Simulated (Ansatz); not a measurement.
Basis-set series for C₂H₇NZn, SMILES `NC[CH2][ZnH]`. Total charge 0; spin multiplicity 1. Geometry: relaxed with PBE0-D4/def2-TZVP. It is one conformer, not always the lowest.

```tsv
functional	basis	functions	energy (Eh)	HOMO (eV)	LUMO (eV)
PBE0-D4	def2-SVP	108	-1913.78694	-6.49	1.15
PBE0-D4	def2-QZVPP	481	-1914.24614	-6.69	-0.10
ωB97M-V	def2-SVP	108	-1914.01576	-8.67	2.49
ωB97M-V	def2-QZVPP	481	-1914.48104	-8.89	0.90
```

(1) Give the rows for def2-TZVPP. (Best estimate.)

## Answers

(1) Computed: 
| functional | basis | functions | energy (Eh) | HOMO (eV) | LUMO (eV) |
| --- | --- | --- | --- | --- | --- |
| PBE0-D4 | def2-TZVPP | 255 | -1914.19513 | -6.68 | 0.01 |
| ωB97M-V | def2-TZVPP | 255 | -1914.43151 | -8.87 | 1.28 |

Positive LUMOs are unbound and depend on the basis. Scalar relativity is left out up to krypton.
